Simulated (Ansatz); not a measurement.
```xyz
8

C    -0.398    1.172    0.527
C    -0.040   -0.093    0.731
Ge    0.039   -1.418   -0.667
Cl   -0.019   -0.390   -2.569
H    -0.461    1.883    1.346
H    -0.627    1.549   -0.465
H     0.167   -0.443    1.740
H     1.339   -2.260   -0.643
```

Charge 0, multiplicity 2.

Q: List the PBE/def2-TZVPP orbital energies in eV (Ansatz 0.2.0). (Best estimate.)

A: Ansatz gave: α occupied: -10805.15, -2738.78, -1338.45, -1191.90, -1191.88, -1191.84, -269.56, -269.45, -249.33, -190.04, -189.87, -189.85, -163.04, -114.56, -114.48, -114.38, -30.38, -30.34, -30.26, -30.25, -30.21, -20.21, -19.25, -14.85, -13.03, -11.50, -10.31, -9.19, -8.37, -8.13, -7.50, -7.30, -5.09. α empty: -1.67, -0.76, 0.54, 0.68, 1.30, 1.85, 2.83, 3.36. β occupied: -10805.12, -2738.76, -1338.44, -1191.88, -1191.85, -1191.83, -269.55, -269.41, -249.32, -190.01, -189.84, -189.84, -163.01, -114.52, -114.42, -114.36, -30.32, -30.24, -30.23, -30.15, -30.13, -20.11, -19.16, -14.70, -12.80, -11.41, -10.23, -9.01, -8.22, -7.95, -7.41, -7.17. β empty: -3.96, -1.41, -0.46, 0.80, 0.87, 1.59, 1.92, 2.96. ⟨S²⟩ = 0.753.
